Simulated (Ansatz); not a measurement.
Cl2Hf, SMILES [Cl][Hf][Cl], multiplicity 1. Atoms are numbered in the order given.

```xyz
3

Hf     0.0000     0.0000     0.0000
Cl     0.0000     0.0000    -2.3381
Cl     0.0000     0.0000     2.3381
```
Charge 0, spin multiplicity 1.

Geometry: B3LYP-D3(BJ)/def2-TZVP. The multiplicity is an assumed one; other spin states were not compared. The def2 effective core potentials stand for the cores of Hf; spin–orbit coupling is left out.

Two levels are set side by side: PBE-D3(BJ)/def2-TZVP (Ansatz, a program for electronic structure) and B3LYP-D3(BJ)/def2-TZVP (Ansatz). Each level has its own optimised geometry; the coordinates shown are those of the second. Differences are taken from unrounded values.

```tsv
quantity	B3LYP-D3(BJ)
mean bond length (Å)	2.338
bond Hf1–Cl2 (Å)	2.338
bond Hf1–Cl3 (Å)	2.338
```

### Question
What does PBE-D3(BJ) give, and how far is it from B3LYP-D3(BJ)? (An estimate is asked for; the answer gives what the named calculation found.)

### Answer

```
quantity              PBE-D3(BJ)  PBE-D3(BJ) minus B3LYP-D3(BJ)
--------------------  ----------  -----------------------------
mean bond length (Å)       2.330                         -0.008
bond Hf1–Cl2 (Å)           2.330                         -0.008
bond Hf1–Cl3 (Å)           2.330                         -0.008
```

Here PBE gives about what the other level gives.
